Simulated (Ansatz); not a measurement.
Two members of one family (GaN nanocrystals, H-capped), computed with Ansatz in the gas phase. The two geometries come from different levels. Binding counts from free atoms in the multiplicity of their measured ground term, without zero-point energy. The structures are stationary points that may keep the symmetry of their start.

First: Ga8N8H22, cut from wurtzite (singlet, charge 0, r2SCAN-D4/def2-SVP geometry).

```xyz
38

Ga    0.4076    1.3008    3.4699
N     1.1380    2.5970    2.0910
N    -0.0271   -0.2227    2.2537
Ga   -1.4215    0.2736    0.9591
Ga    1.3019    2.0027    0.1918
N    -0.5209    1.4919   -0.3107
N    -1.8242   -1.3400   -0.0892
Ga   -3.3118   -1.0118   -1.3809
Ga   -0.5106    0.8771   -2.1716
N    -2.4133    0.3925   -2.5356
Ga    1.6181   -0.9847    1.5453
N     2.2468    0.3048    0.2235
N     0.9989   -2.5369    0.4435
Ga   -0.3393   -2.2010   -1.0072
Ga    2.4092   -0.4617   -1.6277
N     0.4785   -0.7936   -2.0811
H    -0.9126    1.9366    4.0311
H     1.6346    0.9105    4.3704
H     0.5684    3.4484    2.1122
H     2.0601    2.9091    2.4087
H    -0.4509   -0.9189    2.8792
H    -2.6827    0.9291    1.6141
H     1.9405    3.1474   -0.6623
H    -1.0684    2.3606   -0.3050
H    -2.2216   -2.0191    0.5712
H    -4.5085   -0.3023   -0.6560
H    -3.4814   -2.2712   -2.3063
H    -0.0258    1.9266   -3.2252
H    -2.9743    1.2490   -2.5004
H    -2.4844    0.0909   -3.5124
H     2.6874   -1.4619    2.5812
H     3.2236    0.5108    0.4623
H     0.6528   -3.2764    1.0611
H     1.8304   -2.9398   -0.0027
H    -0.6458   -3.5345   -1.7656
H     2.9725    0.6457   -2.5885
H     3.1187   -1.8708   -1.5016
H     0.5371   -1.1578   -3.0394
```

```
           level  HOMO (eV)  LUMO (eV)  gap (eV)  binding per atom (eV)
 PBE-D4/def2-SVP      -6.24      -0.80      5.44                   3.31
PBE0-D4/def2-SVP      -7.48       0.02      7.50                   3.27
```

Second: Ga9N9H24, cut from wurtzite (singlet, charge 0, PBE-D4/def2-SVP geometry).

```xyz
42

Ga   -3.167    2.136    1.051
N    -3.598    0.131    1.123
N    -1.255    2.017    0.455
Ga   -0.119    1.184    1.838
Ga   -2.166   -1.178    0.634
N    -0.625   -0.750    1.789
N     1.738    1.213    1.166
Ga    3.019    0.475    2.521
Ga    0.846   -1.987    1.348
N     2.372   -1.472    2.537
Ga   -1.115    1.289   -1.375
N    -1.541   -0.653   -1.162
N     0.797    1.313   -1.869
Ga    2.053    0.437   -0.623
Ga   -0.102   -1.887   -1.707
N     1.368   -1.435   -0.472
Ga    1.075    0.680   -3.753
N     0.491   -1.274   -3.516
H    -3.240    2.635    2.554
H    -4.068    2.717   -0.117
H    -3.932   -0.091    2.073
H    -4.417   -0.042    0.522
H    -0.953    3.005    0.394
H    -0.301    1.785    3.286
H    -2.703   -2.659    0.752
H    -0.918   -0.988    2.749
H     2.001    2.211    1.094
H     2.677    1.042    3.961
H     4.483    0.425    1.918
H     0.506   -3.520    1.515
H     2.126   -1.721    3.506
H     3.175   -2.079    2.316
H    -2.072    1.971   -2.428
H    -2.331   -0.839   -1.801
H     1.071    2.309   -1.899
H     3.561    0.456   -1.089
H    -0.505   -3.414   -1.742
H     2.157   -2.045   -0.737
H    -0.009    1.328   -4.711
H     2.623    0.618   -4.084
H    -0.264   -1.466   -4.190
H     1.265   -1.879   -3.827
```

Problem. Estimate the same table for the second.

Solution. 
```
           level  HOMO (eV)  LUMO (eV)  gap (eV)  binding per atom (eV)
 PBE-D4/def2-SVP      -6.17      -0.98      5.18                   3.33
PBE0-D4/def2-SVP      -7.43      -0.15      7.28                   3.29
```
